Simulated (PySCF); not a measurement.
# State search for TlSe⁺

Unrestricted PBE0; Tl cc-pVDZ-PP with ECP60, Se cc-pVDZ-PP with ECP10; scalar-relativistic core potentials (PySCF 2.14). Outer shells of the fragments: Tl+ 5d10 6s2; Se 3d10 4s2 4p4.

Followed along the bond (rough minima from three points):

```
2Ms+1  unpaired  ⟨S²⟩ at the start  R at minimum (Å)  Te (eV)
    3      π ↑↑               2.00              3.28     0.00
    1      π ↑↓               1.01              3.28     0.43
    3  σ ↑, π ↑               2.01              3.11     0.44
    1  σ ↑, π ↓               1.01              2.99     0.80
    1      none               0.00  none in the scan   ≤ 1.94
```

Solutions found at the starting distance of 2.645 Å, counted from the lowest of them; the search is not exhaustive and high or unbound solutions are not listed, so other states can lie among these:

| 2Ms+1 | unpaired | term | E (eV) | ⟨S²⟩ | ⟨Lz²⟩ | μ (D) |
| --- | --- | --- | --- | --- | --- | --- |
| 3 | σ ↑, π ↑ | ³Π | 0.00 | 2.01 | 1.01 | -0.95 |
| 3 | π ↑↑ | ³Σ⁻ | 0.05 | 2.00 | 0.00 | 1.33 |
| 1 | σ ↑, π ↓ | mixed | 0.31 | 1.01 | 1.01 | -1.00 |
| 1 | π ↑↓ | mixed | 0.47 | 1.01 | 2.01 | 1.33 |
| 1 | none | ¹Σ⁺ | 1.41 | 0.00 | 0.00 | -2.90 |
| 1 | none | mixed | 1.73 | 0.00 | 2.00 | 1.40 |

A term symbol is given only where ⟨S²⟩ and ⟨Lz²⟩ are close to those of a pure state; real π, δ and φ orbitals otherwise mix terms. A positive dipole points towards Se; it is taken about the centre of mass and depends on that origin.

Spin–orbit coupling is left out, which matters for elements this heavy, above all for dissociation energies.
